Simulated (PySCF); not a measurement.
(1S)-2,2-difluorocyclopropan-1-ol (C3H4F2O), SMILES FC1(F)C[C@@H]1O. The structure is a stationary point at B3LYP-D3(BJ)/def2-SVP. Other conformers were not sampled.

Give the equilibrium geometry at B3LYP-D3(BJ)/def2-SVP (PySCF confirms it by a frequency run) as Cartesian coordinates in Å. (Estimate from the structure and the level; the computed values follow.)

This is not unique; one that fits is 
```xyz
10

O      1.8282    -0.6106     0.3351
C      0.5935    -0.7829    -0.2642
C     -0.6702    -1.0073     0.6008
C     -0.4498     0.2631    -0.1300
F     -1.2323     0.6072    -1.1655
F     -0.1042     1.3650     0.5808
H      1.8880     0.3044     0.6455
H      0.6326    -1.3312    -1.2128
H     -1.4351    -1.6918     0.2248
H     -0.5237    -0.9834     1.6843
```
Charge 0, spin multiplicity 1.
